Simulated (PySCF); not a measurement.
# Dipole polarisabilities along group 13

Calculated with PySCF 2.14 for the ground configurations, without spin-orbit coupling: coupled response for Hartree-Fock and DFT, finite fields for MP2 and CCSD(T), with B 1s2; Al [Ne]; Ga 3s2 3p6 3d10; In 4s2 4p6 4d10; Tl 5s2 5p6 5d10 frozen. Mean α in bohr³, C₆ of like pairs in atomic units.

| species | α UHF | α PBE | α PBE0 | α MP2 | α CCSD(T) | α recommended (Schwerdtfeger and Nagle) | C₆ UHF | C₆ PBE | C₆ PBE0 |
| --- | --- | --- | --- | --- | --- | --- | --- | --- | --- |
| B [He] 2s2 2p1 (aug-cc-pVTZ with one added diffuse shell each of s, p, d, f type, non-relativistic) | 22.18 | 23.87 | 22.63 | 19.78 | 20.65 | 20.5 ± 0.1 | 106.2 | 117.1 | 110.2 |
| Al [Ne] 3s2 3p1 (aug-cc-pV(T+d)Z with one added diffuse shell each of s, p, d, f type, non-relativistic) | 61.68 | 66.21 | 62.94 | 60.58 | 58.75 | 57.8 ± 1 | 560.3 | 589.1 | 561.0 |
| Ga [Ar] 3d10 4s2 4p1 (aug-cc-pVTZ-PP with one added diffuse shell each of s, d, f type with ECP10MDF, ECP) | 57.65 | 65.28 | 60.11 | 56.89 | 55.94 | 50 ± 3 | 502.8 | 546.3 | 506.4 |
| In [Kr] 4d10 5s2 5p1 (aug-cc-pVTZ-PP with one added diffuse shell each of d, f type with ECP28MDF, ECP) | 74.76 | 80.81 | 75.37 | 73.93 | 72.97 | 65 ± 4 | 797.4 | 816.5 | 769.1 |
| Tl [Xe] 4f14 5d10 6s2 6p1 (aug-cc-pVTZ-PP with one added diffuse shell each of d, f type with ECP60MDF, ECP) | 77.33 | 86.18 | 79.14 | 76.72 | 76.03 | 50 ± 2 | 834.0 | 884.7 | 819.2 |

Hartree-Fock lacks correlation. PBE lies above the recommended values here, as self-interaction makes its density too diffuse. MP2 and CCSD(T) carry the error of the frozen core. All values carry a basis error, and heavy open shells lack spin-orbit coupling.
